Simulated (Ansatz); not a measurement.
Stepwise reaction of `[SiH3][Al]([Cl])[Cl]` with hydrogen fluoride, as a gas-phase model of exchange steps in deposition or etching. ΔE in kJ/mol.

Isolated molecules relaxed with PBE0-D4/def2-TZVP in Ansatz; ΔE leaves out vibrations. CCSD(T)/CBS adds triple-zeta CCSD(T) − MP2 to the extrapolated MP2 energy (def2 sets, frozen cores). This one scheme is used for every species. Functionals use def2-TZVPP. B3LYP here is the variant with VWN-RPA as its local correlation; programs differ in this.

| step | reaction | PBE-D4 | B3LYP-D4 | ωB97M-V | CCSD(T)/CBS |
| --- | --- | --- | --- | --- | --- |
| 2 | `[F][Al]([SiH3])[Cl]` + H–F → `[F][Al]([F])[SiH3]` + HCl | -19.4 | -25.3 | -22.7 | -20.7 |

Q: Give the row of step 1, `[SiH3][Al]([Cl])[Cl]` + H–F → `[F][Al]([SiH3])[Cl]` + HCl. (Best estimate.)

A: The calculation gave: 
| step | reaction | PBE-D4 | B3LYP-D4 | ωB97M-V | CCSD(T)/CBS |
| --- | --- | --- | --- | --- | --- |
| 1 | `[SiH3][Al]([Cl])[Cl]` + H–F → `[F][Al]([SiH3])[Cl]` + HCl | -18.3 | -24.3 | -22.0 | -19.3 |

Q: By hand: ΔE of the 2 steps together at CCSD(T)/CBS.

A: (-19.3) + (-20.7) = -40.0 kJ/mol, or -20.0 kJ/mol a step.

In ΔE the steps differ by no more than 1.4 kJ/mol. All are downhill at CCSD(T)/CBS. PBE-D4 differs from CCSD(T)/CBS by 1.0 to 1.3 kJ/mol a step. Isolated molecules leave out the surface, adducts and barriers. Largest T1 diagnostic: 0.014.
